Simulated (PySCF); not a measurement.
Compound: benzoxazole, C7H5NO.
SMILES: `c1ccc2ocnc2c1`

The closed-shell ground state was solved at several levels (PySCF, density fitting, gas phase, non-relativistic). Isolated species at its PBE0-D3(BJ)/def2-SVP geometry, gas phase.

```csv
level,basis functions,HOMO (eV),LUMO (eV),gap (eV),dipole (D)
CAM-B3LYP/def2-SVPD,223,-8.30,0.00,8.30,1.38
PBE0/pcSseg-1,178,-7.14,-1.01,6.13,1.37
```

**Question.** What might B3LYP/pcJ-1 (293 basis functions) give for the same quantities?

**Answer.** HOMO -6.90 eV, LUMO -1.17 eV, gap 5.73 eV, dipole 1.36 D.

**Question.** Over all these levels, which gives the widest orbital gap and which the narrowest?

**Answer.** CAM-B3LYP/def2-SVPD (range-separated hybrid) has the widest, 8.30 eV, and B3LYP/pcJ-1 (global hybrid, 20 % exact exchange) the narrowest, 5.73 eV. Functional and basis both differ between the two, so the spread mixes both effects.

**Question.** How far do the dipole and the HOMO energy spread over the levels?

**Answer.** The dipole runs from 1.36 to 1.38 D (mean 1.37 D) and the HOMO from -8.30 to -6.90 eV.
